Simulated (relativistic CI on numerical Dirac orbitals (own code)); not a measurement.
Hyperfine structure of Pb IX, mass number 207

Computed by Dirac-Coulomb-Breit CI, orbitals from a KLI potential per configuration, model QED (radiative potential, 1s self-energy scaled to tabulated hydrogen-like ionisation energies), unscaled Slater integrals (own radial code, finite nucleus).

CI space (outside the closed core [Kr] 4d10 4f14): 5s2 5p6 5d6, 5s2 5p6 5d5 6s, 5s2 5p6 5d5 5f, 5s2 5p5 5d7, 5s2 5p6 5d4 6s2, 5s2 5p6 5d5 6p, 5s2 5p6 5d5 5g, 5s2 5p6 5d4 6s 6p, 5s2 5p4 5d8, 5s2 5p6 5d5 6d, 5s2 5p6 5d4 6p2, 5s2 5p6 5d5 7p, 5s 5p5 5d8. Levels of other configurations are missing.

Nuclear spin I = 1/2, μ = 0.5906 μN (tables of Stone and Pyykkö). The electronic factors are computed for point nuclear moments, without core polarisation or the Bohr-Weisskopf and QED corrections.

```tsv
Level	E (cm⁻¹)	A (MHz)
5s2 5p6 5d6 5D_4	0.0	1687
5s2 5p6 5d6 5D_3	16369.0	1001
5s2 5p6 5d6 5D_1	20967.5	1390
5s2 5p6 5d6 3G_5	35910.1	2490
5s2 5p6 5d6 3H_6	37014.4	2742
5s2 5p6 5d6 3D_1	52932.3	2930
```

Levels with J = 0, under 50 % of one LS term, or S terms without an open s electron are left out. Small factors come from cancelling terms and can be off by tens of per cent or more.

At this charge configurations can still be misplaced by up to about 7 % of their energy. Terms inside the open d or f shell come out 10 to 20 % too wide with unscaled integrals. Levels and lines within the n = 5 or 6 shells can be off by up to 10 % or somewhat more, and those that change n by about 2 %, since core polarisation is missing.

Problem. Give the hyperfine levels of 5s2 5p6 5d6 5D_4 relative to its centre of gravity.

Solution. With K = F(F + 1) − I(I + 1) − J(J + 1), E = AK/2: F = 7/2: -4217, F = 9/2: 3374 MHz.

LS names give the leading component of a level, which can be under half, so a name can repeat, a term be missing and a line seem to break the LS rules.
